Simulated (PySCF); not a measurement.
**Peak assignment**

Numbering as in the mapped SMILES `[OH:1][c:2]1[cH:3][cH:4][c:5]([CH:6]([F:7])[F:8])[cH:9][cH:10]1` (H(Xn): hydrogen on atom n).

Theory: shielding tensors at PBE0/pcSseg-1 (GIAO), geometry: GFN2-xTB, in PySCF 2.14 (averaged over atoms made equivalent by symmetry, fast rotation or ring inversion, no solvent, non-relativistic Hamiltonian, single conformer).

δ = σ(ref) − σ, references computed at the same level: 13C (σref 186.93), 1H (σref 31.72) vs TMS.

Task: Assign these signals to the numbered atoms. 13C{1H} NMR (computed): δ 165.5, 134.9, 133.9, 122.4, 118.9.

Result: 
165.5 → C2, aromatic carbon bearing oxygen: the electronegative substituent deshields the carbon that carries it
134.9 → C4/C9, aromatic CH: the aromatic region
133.9 → C5, substituted aromatic carbon
122.4 → C6, sp3 CH bonded to 2 F, on an aromatic ring: 2 electronegative neighbours deshield it
118.9 → C3/C10, aromatic CH: it is ortho or para to a lone-pair donor and shielded by resonance

C4/C9 and C5 lie closer than the usual error of such a calculation, so a measured spectrum could show them in the other order.

Task: Assign these signals to the numbered atoms. 1H NMR (500 MHz, computed): δ 7.82 (m, 2H), 7.05 (d, 2H), 6.71 (m, 1H), 4.55 (br s, 1H).

Result: 
```tsv
δ (ppm)	atoms	environment	reason
7.82	H(C4)/H(C9)	hydrogen on an aromatic CH	it sits in the deshielding region of the aromatic ring current
7.05	H(C3)/H(C10)	hydrogen on an aromatic CH	–
6.71	H(C6)	hydrogen on an sp3 CH bonded to 2 F, on an aromatic ring	its carbon carries F, which withdraws density
4.55	H(O1)	hydrogen on a phenol-type oxygen	exchangeable, gas-phase position
```

OH/NH shifts are gas-phase values; hydrogen bonding in solution moves them, usually downfield. Splittings by 19F in the carbon and heteronuclear signals aren't shown, as no couplings were computed. Shifts are as computed. Against solution values, carbons near 30 ppm lie about +3 ppm off and those near 130 ppm about +5 ppm. Of 1211 compounds with measured shifts, 218 miss one by over three times the rms of a fit or turn the order of signals round; such compounds aren't used in these exercises. No couplings were computed; multiplicities are counted from neighbouring protons, with m where these are inequivalent, close in shift, in a saturated or five-membered ring or joined by F or P, and br s for small geminal =CH2 splittings.
